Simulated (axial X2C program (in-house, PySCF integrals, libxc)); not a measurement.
## FeB⁺: properties at the nuclei

Calculated with an in-house all-electron X2C program for linear molecules (integrals from PySCF): two-component X2C with atomic mean-field Coulomb and Gaunt terms, Gaussian nuclei, basis Fe dyall-cv3z, B dyall-v3z with contracted cores.

R = 1.884 Å (near the PBE0 minimum at charge 1 of the determinant lowest at the starting distance; the state shown can have its own minimum elsewhere).

Determinant lowest in the PBE0 search, Ω = 1 (⟨Sz⟩ = 1.00, ⟨Lz⟩ = 0.00 at PBE0), spin on the atoms Fe 1.58, B -0.58:

```tsv
level	Eeff magnitude (GV/cm)	Ws magnitude Fe (kHz)	Ws magnitude B (kHz)	A∥/gI Fe (MHz)	qzz Fe (a.u.)	A∥/gI B (MHz)	qzz B (a.u.)
PBE0	0.0662	0.0121	0.00274	-209	-2.53	-155	-0.43
TPSSh	0.0927	0.00369	0.00266	-154	-2.56	-163	-0.40
PBE	0.202	0.0518	0.00245	128	-2.72	-155	-0.28
LDA	0.213	0.056	0.00223	258	-2.89	-147	-0.24
```

Eeff is the effective electric field on the electron electric dipole moment in this Ω state and Ws the scalar–pseudoscalar constant of the nucleus named (defined with the proton number Z and per Ω); A∥ (defined per Ω) follows by multiplying with gI = μI/(I μN); qzz is the electric field gradient, eQq0 = 234.96 MHz × Q/barn × qzz. The operators were transformed with the bare-nucleus X2C matrices; with these basis sets, hyperfine constants and field gradients can be off by tens of per cent, and where levels differ in sign neither size nor sign is settled.

(1) With gI(11B) = 1.7924, Q(11B) = 0.04059 barn (g factors from the IAEA table of nuclear moments by Stone; Q from Pyykkö, Mol. Phys. 2018), turn the PBE0 values of the first state into constants in MHz.

Each state is one determinant with collinear spin, which with several unpaired electrons need not be a pure state. With several open shells hyperfine constants can be off by a factor of several. Where Eeff spreads by more than a factor of two the levels disagree and none is to be relied on. In the state Ω = 1 the atomic spins oppose each other (1.58, -0.58): a broken-symmetry determinant whose values are not spin-projected. Open-shell Ω = 0 determinants with evenly filled partner blocks cannot be reached by this program, so the Ω shown need not be the lowest component. Left out as unconverged or as another state under the same occupation: HF in at least one table. States lie within half an eV, so the first need not be the ground state. The sign of Ws at Fe differs between levels in the first state. Further determinants of the search, some of them spin-mixed, are not shown. Where a field gradient or hyperfine factor spreads by more than a factor of two over the levels, a constant derived from it is not to be relied on.

Answers

(1) A∥(11B) = -155 × 1.7924 = -278 MHz; eQq0(11B) = 234.96 × (0.04059) × (-0.43) = -4.1 MHz.
